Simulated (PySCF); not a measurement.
# SMILES N#C[C@H]1CC[C@H]1[SiH2]O, C5H9NOSi

Geometry (Å), atoms numbered from 1 in this order:
```xyz
17

N    -0.1460   -2.7173    0.5283
C    -0.5968   -1.7425    0.1283
C    -1.1209   -0.4953   -0.3343
C    -1.6124    0.4062    0.8200
C    -0.3768    1.2963    0.6436
C    -0.0289    0.5619   -0.6660
Si    1.7793   -0.0101   -0.8980
O     2.3424   -0.7854    0.4042
H    -1.8457   -0.6896   -1.1288
H    -1.7112   -0.0880    1.7858
H    -2.5484    0.9078    0.5814
H    -0.5719    2.3627    0.5500
H     0.3673    1.1445    1.4240
H    -0.3526    1.1455   -1.5285
H     2.6427    1.1598   -0.9426
H     1.8182   -0.8446   -2.1004
H     1.9548   -1.5999    0.7232
```

Method: PySCF 2.14.0, TDDFT B3LYP/def2-SVPD circular dichroism and optical rotation, one conformer, gas phase. Geometry: GFN2-xTB.

The molecule is flexible and this is one conformer; a measurement averages over conformers. States above about 7.9 eV (minus the energy of the highest occupied orbital) lie near or above the ionisation threshold and depend on the basis.

(1) Assign R or S to each stereocentre.

(2) List the lowest 12 singlet excitations with oscillator and rotatory strengths.

Results:

(1) C3 R, C6 R.

(2) Rotatory strengths R in 10⁻⁴⁰ esu² cm², velocity form and length form (origin at the centre of mass); f in length form.
```csv
state,E (eV),λ (nm),f,R (velocity),R (length),main
1,6.76,184,0.003,+0.7,+0.5,HOMO→LUMO 0.97
2,6.88,180,0.003,-21.1,-21.9,HOMO→LUMO+1 0.96
3,7.11,174,0.006,+6.8,+6.9,HOMO→LUMO+2 0.94
4,7.41,167,0.001,+5.0,+5.1,"HOMO−1→LUMO+1 0.28, HOMO−2→LUMO 0.21"
5,7.50,165,0.007,-9.2,-9.2,"HOMO→LUMO+3 0.62, HOMO−1→LUMO+1 0.10"
6,7.58,164,0.006,+10.7,+11.0,"HOMO−1→LUMO 0.54, HOMO−1→LUMO+1 0.18"
7,7.62,163,0.003,+19.6,+18.7,"HOMO→LUMO+3 0.30, HOMO−2→LUMO 0.27"
8,7.77,160,0.005,-16.4,-16.8,"HOMO−1→LUMO+2 0.55, HOMO→LUMO+4 0.11"
9,7.79,159,0.0007,-8.8,-7.1,HOMO→LUMO+4 0.75
10,7.91,157,0.003,+9.6,+11.0,"HOMO−2→LUMO+1 0.32, HOMO−3→LUMO 0.20"
11,8.02,155,0.101,+31.8,+31.9,HOMO→LUMO+5 0.84
12,8.12,153,0.021,+13.5,+14.6,"HOMO−3→LUMO 0.25, HOMO−2→LUMO+2 0.18"
```

Among the states computed, the strongest CD band (largest |R|) is state 11. The largest dissymmetry factor in size, g = 4R/(D+G), with D and G the electric and magnetic dipole strengths, is -0.1 for state 9 (velocity form, f = 0.001), among bands with |R| over 0.5. The mirror image has the same energies and oscillator strengths and all R with the opposite sign.
